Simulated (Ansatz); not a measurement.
Ideal-gas functions of CH2OSSi, SMILES `O=C1[SiH2]S1` at 800 K and 1 bar, from an Ansatz frequency run at PBE0-D4/def2-TZVP.

Molar mass 90.18 g/mol, point group Cs (symmetry number 1), electronic degeneracy 1, moments of inertia 75.344, 107.244, 176.447 u Å². Harmonic wavenumbers (cm⁻¹, unscaled): 308, 361, 403, 573, 589, 595, 652, 743, 950, 1892, 2241, 2263.

Use S(trans) = R[1.5 ln M + 2.5 ln T − 1.1517]; rotational temperatures θ = 24.2544 K / I; S(rot) = R[ln(√π/σ · √(T³/θAθBθC)) + 1.5]; for each mode x = 1.438777 ν̃/T, S = R[x/(eˣ − 1) − ln(1 − e⁻ˣ)] and H = RT x/(eˣ − 1); 1 cm⁻¹ = 0.0119627 kJ/mol; R = 8.31446 J/(mol·K).

By hand: the entropy, in J/(mol·K).

Translation 185.5. Rotation: θ = 0.3219, 0.2262, 0.1375 K, giving 119.7. Vibration, mode by mode: 13.33, 12.05, 11.17, 8.42, 8.21, 8.14, 7.45, 6.50, 4.80, 1.26, 0.76, 0.73, in all 82.8. Electronic 0.0. Sum 388.0 J/(mol·K).

By hand: H − E and G − E in kJ/mol, counted from the electronic energy.

Zero-point energy ½ × 11570 × 0.0119627 = 69.2; thermal vibration 36.4; translation, rotation and pV give 4 RT = 26.6. H − E = 132.2 kJ/mol, and G − E = 132.2 − 800 × 388.0/1000 = -178.2 kJ/mol.

Vibration gives 21 % of the entropy.
